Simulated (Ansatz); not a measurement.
Ideal-gas functions of Cl2GeH2O2 (`[OH][Ge]([OH])([Cl])[Cl]`) at 400 K and 1 bar, from an Ansatz frequency run at PBE0-D4/def2-TZVP.

Molar mass 177.53 g/mol, point group C1 (symmetry number 1), electronic degeneracy 1, moments of inertia 201.775, 280.686, 343.061 u Å². Harmonic wavenumbers (cm⁻¹, unscaled): 102, 143, 160, 200, 213, 235, 267, 425, 458, 740, 768, 927, 945, 3872, 3884.

Use S(trans) = R[1.5 ln M + 2.5 ln T − 1.1517]; rotational temperatures θ = 24.2544 K / I; S(rot) = R[ln(√π/σ · √(T³/θAθBθC)) + 1.5]; for each mode x = 1.438777 ν̃/T, S = R[x/(eˣ − 1) − ln(1 − e⁻ˣ)] and H = RT x/(eˣ − 1); 1 cm⁻¹ = 0.0119627 kJ/mol; R = 8.31446 J/(mol·K).

Question: By hand: the entropy, in J/(mol·K).

Answer: Translation 179.6. Rotation: θ = 0.1202, 0.0864, 0.0707 K, giving 122.0. Vibration, mode by mode: 16.70, 13.93, 13.02, 11.23, 10.73, 9.96, 8.96, 5.55, 5.04, 2.26, 2.09, 1.33, 1.26, 0.00, 0.00, in all 102.1. Electronic 0.0. Sum 403.7 J/(mol·K).

Question: By hand: H − E and G − E in kJ/mol, counted from the electronic energy.

Answer: Zero-point energy ½ × 13339 × 0.0119627 = 79.8; thermal vibration 21.1; translation, rotation and pV give 4 RT = 13.3. H − E = 114.2 kJ/mol, and G − E = 114.2 − 400 × 403.7/1000 = -47.3 kJ/mol.

Vibration gives 25 % of the entropy, 30.6 J/(mol·K) of it from the modes under 150 cm⁻¹: soft modes count most, and the harmonic formula is weakest for them. The sum counts one conformer and one mirror image; others add a mixing term.
